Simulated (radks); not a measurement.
Gd3+, 61 electrons, occupied as [Xe] 4f7. All-electron calculation, non-relativistic Kohn-Sham, exchange-only PBE, spin-polarised, spherical densities, point nucleus; open shells are filled with parallel spins first (spin-orbit coupling, left out, can overturn this in heavy ions); relativity is left out, which matters for an element this heavy. Program: a radial shooting solver on a logarithmic mesh with Libxc functionals.

X-ray form factor f0, the Fourier transform of the density (f0(0) = 61):

| sin(theta)/lambda (1/angstrom) | f0 (electrons) |
|---|---|
| 0.05 | 60.342 |
| 0.1 | 58.485 |
| 0.15 | 55.738 |
| 0.2 | 52.491 |
| 0.25 | 49.099 |
| 0.3 | 45.815 |
| 0.4 | 40.019 |
| 0.5 | 35.280 |
| 0.6 | 31.315 |
| 0.8 | 25.005 |
| 1 | 20.581 |
| 1.25 | 17.126 |
| 1.5 | 14.867 |
| 2 | 11.197 |
